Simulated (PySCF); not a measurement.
H₇GeNSi, SMILES N[SiH2][GeH3], singlet (B3LYP/def2-SVP optimised geometry):

```
10

N      1.761    -1.101     0.000
Si     0.020    -1.101     0.000
Ge    -0.727     1.178     0.000
H      2.261    -0.574    -0.710
H      2.258    -1.961     0.215
H     -0.646    -1.803    -1.150
H     -0.427    -1.798     1.242
H     -2.261     1.271    -0.166
H     -0.085     1.961    -1.171
H     -0.342     1.904     1.308
```

Method: PySCF 2.14.0 with B3LYP/def2-TZVP.

Problem. What are the frontier orbital energies and the dipole moment?

Solution. HOMO-2 -9.03 eV, HOMO-1 -8.07 eV, HOMO -7.12 eV, LUMO -0.28 eV, LUMO+1 0.42 eV; dipole moment 1.63 D.

On the same geometry PySCF with PBE/def2-TZVP gives HOMO-2 -7.93 eV, HOMO-1 -7.08 eV, HOMO -6.00 eV, LUMO -0.87 eV, LUMO+1 -0.15 eV; dipole moment 1.62 D.

Meta-Löwdin charges at B3LYP/def2-TZVP: N1 -0.73, Si2 0.57, Ge3 0.10, H4 0.23, H5 0.23, H6 -0.13, H7 -0.10, H8 -0.05, H9 -0.06, H10 -0.05.
